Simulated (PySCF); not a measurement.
Se(F)(Br), BrFSe, SMILES F[Se]Br, PBE0/def2-SVP optimised geometry.

```
3

Se    -0.68    -1.13     0.00
F      1.08    -1.13     0.00
Br    -1.08     1.13     0.00
```

Density from PBE0/def2-TZVP (PySCF 2.14.0) at that geometry.

Minimum of the electron density along straight lines between bonded atoms, close to the bond critical point (lines longer than 1.1 times the sum of covalent radii, or with two minima, are not listed):

```csv
bond,length / Å,ρ at the minimum / e bohr⁻³,∇²ρ there / e bohr⁻⁵,position (fraction from the first atom)
Se1–F2,1.758,0.159,0.35,0.47
Se1–Br3,2.299,0.110,-0.02,0.47
```
